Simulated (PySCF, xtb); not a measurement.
phosphoric acid (H₃O₄P), SMILES P(=O)(O)(O)O.

GFN2-xTB run with xtb at its own geometry gives an orbital gap of 11.02 eV and a dipole moment of 0.44 D.

Coordinates come from a TPSSh-D3(BJ)/def2-SVP optimisation. One conformer was computed; it need not be the lowest.

**Question.** What does M06-2X/def2-TZVP (PySCF) give? (The exact figures need the calculation; the answer reports its results.)

**Answer.** gap 11.37 eV (levels -10.59 and 0.78 eV), dipole 0.27 D.
